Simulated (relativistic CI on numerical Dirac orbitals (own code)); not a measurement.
# Hg⁸⁺: q coefficients and field-shift factors

Computed by Dirac-Coulomb-Breit CI, separate exchange-only KLI orbitals for each configuration, derivatives by finite differences, unscaled Slater integrals, QED left out (own radial code, finite nucleus).

CI space (outside the closed core [Kr] 4d10 4f14): 5s2 5p6 5d4, 5s2 5p6 5d3 6s, 5s2 5p6 5d3 5f, 5s2 5p6 5d2 6s2, 5s2 5p5 5d5, 5s2 5p6 5d2 6p2, 5s2 5p6 5d3 6d, 5s 5p6 5d5. Levels of other configurations are missing.

With x = (α/α₀)² − 1 an excitation energy changes as ω = ω₀ + qx; K = 2q/ω₀ is the relative enhancement. Terms are leading LS components, so labels can repeat. The field-shift factor is F = δν/δ⟨r²⟩ for the transition from the lowest level.

Lowest level 5s2 5p6 5d4 5D_0.

```
           Level  ω₀ (cm⁻¹)  q (cm⁻¹)     K  F (GHz/fm²)
5s2 5p6 5d4 5D_1    10661.5     17670  3.31         1.17
5s2 5p6 5d4 5D_2    18580.6     26280  2.83         1.71
5s2 5p6 5d4 5D_3    23893.8     28660   2.4         1.96
5s2 5p6 5d4 5D_4    25909.9     22640  1.75         1.78
5s2 5p6 5d4 5D_0    35662.6     30320   1.7         2.89
5s2 5p6 5d4 3H_4    38359.1     31470  1.64         2.63
5s2 5p6 5d4 3G_3    43760.2     28330  1.29         2.64
5s2 5p6 5d4 3F_2    44820.0     25890  1.16         3.56
5s2 5p6 5d4 3H_5    47306.6     33760  1.43         3.12
5s2 5p6 5d4 3P_1    47738.3     34780  1.46         4.53
5s2 5p6 5d4 3H_6    51271.1     34980  1.36         3.35
5s2 5p6 5d4 3G_4    55188.8     36320  1.32         3.12
5s2 5p6 5d4 3D_2    56196.7     35120  1.25         3.95
5s2 5p6 5d4 3D_3    58018.1     32480  1.12            3
5s2 5p6 5d4 3F_4    60305.3     47770  1.58         4.35
5s2 5p6 5d4 3F_3    65488.1     49600  1.51         4.62
5s2 5p6 5d4 3P_2    67899.7     40950  1.21         5.97
5s2 5p6 5d4 3G_5    70263.4     53550  1.52         4.85
5s2 5p6 5d4 3D_1    71469.2     49680  1.39         4.23
5s2 5p6 5d4 1I_6    73296.6     52130  1.42         4.97
5s2 5p6 5d4 3F_4    79226.1     43830  1.11         4.24
5s2 5p6 5d4 1S_0    80523.8     51820  1.29         4.31
5s2 5p6 5d4 3P_2    80633.2     45530  1.13         5.71
```

At this charge configurations can still be misplaced by up to about 7 % of their energy. Terms inside the open d or f shell come out 10 to 20 % too wide with unscaled integrals. Levels and lines within the n = 5 or 6 shells can be off by up to 10 % or somewhat more, and those that change n by about 2 %, since core polarisation is missing.
